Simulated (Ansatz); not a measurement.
Ideal-gas functions of CdH₂S₂ (`[SH][Cd][SH]`) at 500 K and 1 bar, from an Ansatz frequency run at PBE0-D4/def2-TZVP.

Molar mass 178.56 g/mol, point group C2 (symmetry number 2), electronic degeneracy 1, moments of inertia 3.515, 363.346, 363.35 u Å². Harmonic wavenumbers (cm⁻¹, unscaled): 85, 85, 133, 310, 394, 647, 648, 2706, 2706.

Use S(trans) = R[1.5 ln M + 2.5 ln T − 1.1517]; rotational temperatures θ = 24.2544 K / I; S(rot) = R[ln(√π/σ · √(T³/θAθBθC)) + 1.5]; for each mode x = 1.438777 ν̃/T, S = R[x/(eˣ − 1) − ln(1 − e⁻ˣ)] and H = RT x/(eˣ − 1); 1 cm⁻¹ = 0.0119627 kJ/mol; R = 8.31446 J/(mol·K).

Question: By hand: the entropy, in J/(mol·K).

Answer: Translation 184.3. Rotation: θ = 6.9003, 0.0668, 0.0668 K, giving 103.4. Vibration, mode by mode: 20.04, 20.04, 16.35, 9.53, 7.70, 4.25, 4.24, 0.03, 0.03, in all 82.2. Electronic 0.0. Sum 369.9 J/(mol·K).

Question: By hand: H − E and G − E in kJ/mol, counted from the electronic energy.

Answer: Zero-point energy ½ × 7714 × 0.0119627 = 46.1; thermal vibration 18.4; translation, rotation and pV give 4 RT = 16.6. H − E = 81.1 kJ/mol, and G − E = 81.1 − 500 × 369.9/1000 = -103.9 kJ/mol.

Vibration gives 22 % of the entropy, 56.4 J/(mol·K) of it from the modes under 150 cm⁻¹: soft modes count most, and the harmonic formula is weakest for them. The sum counts one conformer and one mirror image; others add a mixing term.
